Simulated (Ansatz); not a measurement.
A structure relaxed at PBE0-D4/def2-TZVP, charge 0, multiplicity 1:

Cartesian coordinates in Å:
```
Cl 2.105 1.386 0.088
Si 0.146 0.831 0.082
C -0.283 -0.945 0.046
S -0.683 -0.083 -1.576
H -0.631 1.811 0.859
H 0.510 -1.680 -0.056
H -1.163 -1.321 0.558
```

(1) Give its formula and SMILES.

(2) Summarise the bond lengths by kind.

Results:

(1) CH3ClSSi, `Cl[SiH]1CS1`.

(2) 1 × Cl–Si 2.036 Å; 1 × C–Si 1.827 Å; 1 × S–Si 2.068 Å; 1 × H–Si 1.472 Å; 1 × C–S 1.880 Å; 2 × C–H 1.086 Å.

All numbers were calculated with Ansatz.
